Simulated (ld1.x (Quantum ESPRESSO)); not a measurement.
## Reading a pseudo-wave (hydrogen (H))

Columns: radius, all-electron u(r) and pseudo u(r) of the 1s shell (level -6.49 eV) of hydrogen in the configuration 1s1; PBE, non-relativistic, PAW scheme, ld1.x (Quantum ESPRESSO) 7.5.

```tsv
r (bohr)	all-electron	pseudo
0.080	0.1417	0.0954
0.160	0.2611	0.1886
0.240	0.3610	0.2776
0.320	0.4436	0.3605
0.400	0.5112	0.4357
0.480	0.5658	0.5021
0.560	0.6090	0.5588
0.640	0.6424	0.6055
0.720	0.6673	0.6422
0.800	0.6849	0.6694
0.880	0.6962	0.6878
0.960	0.7022	0.6985
1.040	0.7036	0.7026
1.120	0.7011	0.7013
1.200	0.6954	0.6958
1.280	0.6869	0.6871
1.360	0.6761	0.6761
1.440	0.6634	0.6634
1.520	0.6491	0.6491
1.600	0.6337	0.6337
1.680	0.6172	0.6172
1.760	0.6001	0.6001
1.840	0.5823	0.5823
1.920	0.5643	0.5643
2.000	0.5460	0.5460
2.080	0.5276	0.5276
```

**Question.** How many radial nodes do the two functions have?

**Answer.** The all-electron 1s function has n − l − 1 = 0; the pseudo-wave has 0.

**Question.** At about which radius was the pseudo-wave matched?

**Answer.** 1.45 bohr. The columns agree to 0.0005 from 1.12 bohr on; several derivatives are matched, so the curves merge somewhat inside the radius.

**Question.** Where does each function peak?

**Answer.** Outermost all-electron maximum near 1.04 bohr, pseudo maximum near 1.04 bohr (to the table’s step).

**Question.** Is the pseudo-wave norm-conserving?

**Answer.** No, it belongs to a PAW set: the norm inside the radius is not constrained, and the difference is carried by the augmentation charge.
